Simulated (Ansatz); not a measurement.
Computed with Ansatz on PBE0-D4/def2-TZVP structures; ΔE is electronic, products minus reactants. CBS: MP2 limit from def2 TZ/QZ plus the TZ coupled-cluster correction, frozen cores. This one scheme is used for every species. def2 core potentials past Kr. For Sn outer-core shells are correlated without core-valence functions, which leaves a few kJ/mol of doubt a bond. Each species was taken in one conformer, which may not be the lowest.

Consider the substitution at a C–S bond: `C[S][SnH]([CH3])[F]` + `C=N` → `C=NC` + `[CH3][SnH]([F])[SH]`.

```json
{"species": "`C[S][SnH]([CH3])[F]`", "HF/def2-SVP energy (Eh)": "-789.90306"}
{"species": "`C=N`", "HF/def2-SVP energy (Eh)": "-93.95967"}
{"species": "`C=NC`", "HF/def2-SVP energy (Eh)": "-132.96302"}
{"species": "`[CH3][SnH]([F])[SH]`", "HF/def2-SVP energy (Eh)": "-750.90624"}
```

Question: Work out ΔE.

Answer: ΔE = (-132.96302) + (-750.90624) − (-789.90306) − (-93.95967) = -0.00653 Eh = -17.1 kJ/mol. CCSD(T)/CBS gives +0.1 kJ/mol.

Question: What do rigid-rotor, harmonic-oscillator terms from PBE0-D4/def2-TZVP frequencies (298.15 K, 1 bar) make of the CCSD(T)/CBS value? (Best estimate.)

Answer: The calculation gave: ΔZPE = -4.2 kJ/mol, ΔH = -5.9 kJ/mol, ΔS = -10 J/(mol·K), ΔG = -3.1 kJ/mol. Modes under 50 cm⁻¹ make the entropy rough.

Largest T1 diagnostic among the species: 0.013.

At CCSD(T), def2-SVP lies −14.0 kJ/mol from the extrapolated value and def2-TZVPP −3.6 kJ/mol. The D4 term adds +4.9 kJ/mol with B3LYP and +2.8 kJ/mol with PBE0; it sums over pairs of atoms, weighted by their polarisabilities, and B3LYP, whose exchange is more repulsive, gets the larger term.

B3LYP here is the variant with VWN-RPA as its local correlation; programs differ in this.
